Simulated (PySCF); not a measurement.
HO₃S, SMILES O[S+]([O-])[O-], charge -1.

Coordinates come from a PBE0-D3(BJ)/def2-SVPD optimisation. One conformer was computed; it need not be the lowest.

Level of theory: PBE0-D3(BJ)/def2-SVPD run with PySCF.

Frequencies are harmonic and unscaled.

```tsv
mode	ν (cm⁻¹)	IR (km/mol)	Raman (Å⁴/amu)	depolarisation	moving atoms (share of kinetic energy)
1	218	53.2	1.8	0.75	H 86 %, O 12 %
2	362	11.0	2.0	0.71	O 85 %, S 11 %
3	398	3.4	6.7	0.47	O 85 %, H 12 %
4	524	45.8	6.6	0.22	O 70 %, S 26 %
5	606	264.0	6.6	0.72	S 51 %, O 47 %
6	1007	69.1	9.2	0.54	O 54 %, H 34 %, S 12 %
7	1098	152.8	14.0	0.32	O 42 %, H 37 %, S 21 %
8	1147	324.6	11.4	0.74	O 48 %, S 38 %, H 14 %
9	3806	24.1	106.2	0.13	H 94 %
```
